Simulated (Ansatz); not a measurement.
The cluster Si₂O₂⁻, relaxed as a doublet with UKS PBE0-D4/def2-TZVPD in Ansatz, starting from the GFN1-xTB geometry. Force threshold 0.02 eV/Å.

Another isomer (doublet) lies 1.66 eV lower at PBE0-D4/def2-TZVPD; other spin states weren't run for this one.

Start:

```xyz
4

Si    0.094   -0.539    0.987
Si   -0.094    0.540   -0.988
O    -0.213   -0.039   -2.409
O     0.214    0.038    2.409
```

```tsv
step	energy (eV)	largest force component (eV/Å)	SCF passes
1	-19841.9210	1.212	19
2	-19842.0274	0.592	27
3	-19842.0709	0.071	26
4 (rejected)	-19842.0704	0.055	24
5	-19842.0721	0.007	22
```

Force components are those of the run's own axes.

End:

```xyz
4

Si    0.104   -0.595    1.095
Si   -0.104    0.595   -1.095
O    -0.221   -0.038   -2.496
O     0.221    0.038    2.496
```

By distances, no bond broke or formed. The bond that changes most is Si1–Si2, from 2.26 to 2.50 Å (atoms count from 1).

No frequencies were taken in this run, so the end may be a saddle point.

Run time 10 s (4 threads of Arm Neoverse V1 on a shared host).
